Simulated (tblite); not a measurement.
Species: C5H9FN2Si.
Cartesian coordinates in Å at the GFN2-xTB level; atoms count from 1:
```xyz
18
C5H9FN2Si angstrom
N     -1.7002    1.0966    2.3615
C     -1.4896    0.9268    1.2495
C     -1.1498    0.7213   -0.1335
F     -2.1140    1.3528   -0.9337
C     -1.1377   -0.7713   -0.4670
C     -0.0144   -1.5124    0.2767
N      1.3307   -1.1663   -0.1215
C      1.7376    0.1881    0.2341
Si     0.5801    1.5269   -0.4983
H     -1.0001   -0.8782   -1.5469
H     -2.1028   -1.2136   -0.2064
H     -0.1359   -2.5866    0.1103
H     -0.1032   -1.3250    1.3516
H      1.4496   -1.3190   -1.1182
H      2.7704    0.3175   -0.0916
H      1.7435    0.2426    1.3271
H      0.6558    2.8280    0.1539
H      0.6712    1.5780   -1.9593
```

Calculated harmonic vibrations of the isolated species, GFN2-xTB (tblite), most abundant isotopes, no scaling. The method is semi-empirical: single wavenumbers can be off by several per cent or more. Modes of hydrogen on silicon can be 10 to 20 % off. One conformer, not necessarily the lowest.

Harmonic wavenumbers (cm⁻¹): 71.9, 114.7, 149.3, 183.9, 252.9, 271.6, 286.3, 344.7, 384.3, 461.7, 465.0, 528.9, 546.6, 575.9, 605.4, 642.9, 716.1, 747.8, 785.2, 827.9, 860.9, 899.9, 976.6, 982.0, 1015.2, 1066.3, 1105.5, 1154.8, 1182.6, 1220.6, 1253.4, 1275.1, 1316.8, 1327.2, 1405.5, 1458.9, 1476.4, 1482.7, 2274.3, 2332.8, 2386.6, 2940.0, 2954.0, 2960.9, 2968.1, 2975.3, 2981.5, 3360.6.

A = 1807, B = 1210, C = 1106 MHz; mass 144.052 u (most abundant isotopes); point group C1, symmetry number 1.

What is the zero-point energy?

Half the sum of the wavenumbers: 29279 cm⁻¹ = 350.25 kJ/mol.

Give the ideal-gas entropy at 273.15 K and 1 bar in the rigid-rotor, harmonic-oscillator model (classical rotation).

Translation 169.02, rotation 121.40, vibration 94.53: S = 385.0 J/(mol K).

And Cp and H(273.15 K) − H(0)?

Cp = 152.61 J/(mol K), of which vibrations give 119.35 (their classical limit is 48 R = 399.1); H(273.15 K) − H(0) = 24.15 kJ/mol without the zero-point energy, 15.07 from vibrations.

Which modes carry the vibrational entropy at 273.15 K?

71.9 cm⁻¹: 16.44; 114.7 cm⁻¹: 12.63; 149.3 cm⁻¹: 10.52; 183.9 cm⁻¹: 8.90; 252.9 cm⁻¹: 6.52; 271.6 cm⁻¹: 6.01 J/(mol K); the other 42 give 33.52 together.

What must be added to the electronic energy to get the Gibbs energy at 273.15 K and 1 bar?

ZPE + [H(273.15 K) − H(0)] − T·S = 350.25 + 24.15 − 105.15 = 269.25 kJ/mol.

Blend soft modes into free rotors: weight 1/[1 + (100 cm⁻¹/ν̃)⁴] for the oscillator and the rest for a rotor with moment μB/(μ + B), μ = h/(8π²ν), B = 10⁻⁴⁴ kg m². What vibrational entropy results?

91.23 J/(mol K) in place of 94.53, which changes −T·S at 273.15 K by +0.90 kJ/mol.

How do the functions run with temperature in this model?

```csv
T (K),S (J/(mol K)),Cp (J/(mol K)),H − H(0) (kJ/mol),G − H(0) (kJ/mol),ln q(vib)
100,279.5,70.4,4.81,-23.15,0.93
200,343.0,118.2,14.24,-54.36,3.01
300,399.8,164.7,28.41,-91.54,5.39
500,502.6,239.2,69.29,-182.02,10.43
800,631.2,306.7,152.15,-352.80,17.81
1000,702.9,335.3,216.51,-486.36,22.38
```

q(vib) and H(0) count from the zero-point level.

Hindered rotation and anharmonicity are outside this model. Other conformers, if any are populated, would add a mixing term that is left out. The structure is chiral; the term R ln 2 for an equal mix with its mirror image is left out.

On one thread of an Intel Xeon at 2.50 GHz, shared host with 64 logical CPUs at a one-minute load of 54, this took 3.2 s wall, 2.4 s CPU. The figure is for the frequency step alone.
